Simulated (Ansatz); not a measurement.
Ansatz (an electronic-structure program) input (CCSD(T)/STO-3G):

Ansatz 0.2 input:
```yaml
crystal:
  periodic: [false, false, false]
  atoms:
    - {symbol: C, position_ang: [2.40528774, -1.12999453, 0.05411507]}
    - {symbol: C, position_ang: [1.23952216, -0.30213938, 0.46664448]}
    - {symbol: C, position_ang: [1.66631887, 1.12795871, 0.81684178]}
    - {symbol: C, position_ang: [0.13685201, -0.34534789, -0.60613049]}
    - {symbol: C, position_ang: [-1.17229727, 0.38193984, -0.27658631]}
    - {symbol: C, position_ang: [-1.83950666, -0.16149154, 0.98728614]}
    - {symbol: C, position_ang: [-2.12846528, 0.29744218, -1.46746728]}
    - {symbol: H, position_ang: [2.26698074, -2.02022821, -0.54536913]}
    - {symbol: H, position_ang: [3.39319951, -0.93390514, 0.44942606]}
    - {symbol: H, position_ang: [0.82229469, -0.74863580, 1.38445916]}
    - {symbol: H, position_ang: [2.01993775, 1.65223204, -0.07425329]}
    - {symbol: H, position_ang: [2.47825952, 1.12111697, 1.54636750]}
    - {symbol: H, position_ang: [0.84273886, 1.70172350, 1.24288907]}
    - {symbol: H, position_ang: [-0.09622253, -1.39495769, -0.81936511]}
    - {symbol: H, position_ang: [0.54739190, 0.07031019, -1.53234844]}
    - {symbol: H, position_ang: [-0.94554606, 1.44037947, -0.11161673]}
    - {symbol: H, position_ang: [-2.78980208, 0.34335636, 1.17289320]}
    - {symbol: H, position_ang: [-1.21644969, -0.02574495, 1.87229391]}
    - {symbol: H, position_ang: [-2.04542708, -1.23098543, 0.88534041]}
    - {symbol: H, position_ang: [-3.05100198, 0.84866508, -1.27389149]}
    - {symbol: H, position_ang: [-1.67364362, 0.70841092, -2.37121068]}
    - {symbol: H, position_ang: [-2.39897949, -0.74194186, -1.67383469]}
basis:
  gaussian:
    orbitals: STO-3G
magnetization: {spin_polarized: true, initial_magnetization: 1}
correlation: {method: ccsd_t, electrons: outside_noble_gas}
```

Output:

```
Functional definition: HF
integrals: 0.03 GiB planned
714 factors; integrals over basis functions are off by at most 4.3e-5 eV
0.15 GiB of device memory are held for the factors and their scratch space
mean field: 0.22 GiB planned
mean field evaluation 1: about -7360.1189 eV, gradient 1.3e1 eV
mean field evaluation 2: about -7360.6242 eV, gradient 1.3e1 eV
mean field evaluation 4: about -7362.2029 eV, gradient 1.1e0 eV
mean field evaluation 8: about -7362.2187 eV, gradient 1.9e-2 eV
mean field evaluation 16: about -7361.7380 eV, gradient 5.1e-1 eV
mean field -7362.21875373 eV, -270.5565489084 hartree, gradient 1.7e-6 eV, S^2 0.765804; 0 other end points of the search recorded, 0 dependent functions left out
7 core orbitals not correlated
reference -7362.21875373 eV, -270.5565489084 hartree; 22, 21 occupied and 21, 22 virtual orbitals, 714 factors
second order -9.40180667 eV of doubles, -0.00000000 eV of singles
coupled cluster: 0.28 GiB planned
cycle   1  -11.51037371 eV  change    -2.1e0 eV  update   9.9e-2
cycle   2  -12.47756567 eV  change   -9.7e-1 eV  update   3.8e-2
cycle   3  -12.55148776 eV  change   -7.4e-2 eV  update   8.8e-3
cycle   4  -12.55999271 eV  change   -8.5e-3 eV  update   3.1e-3
cycle   5  -12.56124135 eV  change   -1.2e-3 eV  update   1.2e-3
cycle   6  -12.56090905 eV  change    3.3e-4 eV  update   4.0e-4
cycle   7  -12.56093766 eV  change   -2.9e-5 eV  update   1.2e-4
cycle   8  -12.56098003 eV  change   -4.2e-5 eV  update   4.7e-5
perturbative correction -0.08026307 eV, -0.0029496135 hartree
Total energy: -7374.85999683 eV, -271.0211060239 hartree
```

It need not be the lowest isomer of its formula.
